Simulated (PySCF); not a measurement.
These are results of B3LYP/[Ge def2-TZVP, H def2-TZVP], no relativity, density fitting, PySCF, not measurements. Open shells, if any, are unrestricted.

**Question.** What shape and geometry does isolated singlet GeH₄ take (every ligand bound to Ge)?

**Answer.** Counting electrons, germanium keeps none of its valence electrons outside its bonds, so the VSEPR class is AX4 and the expected shape is tetrahedral (Td), as computed. The lowest minimum found is a singlet of Td symmetry with Ge–H 1.536 Å (×4); H–Ge–H 109.5° (×6). Its harmonic wavenumbers are 825 (t2), 924 (e), 2149 (a1), 2154 (t2) cm⁻¹ and its dipole moment is 0.00 D.
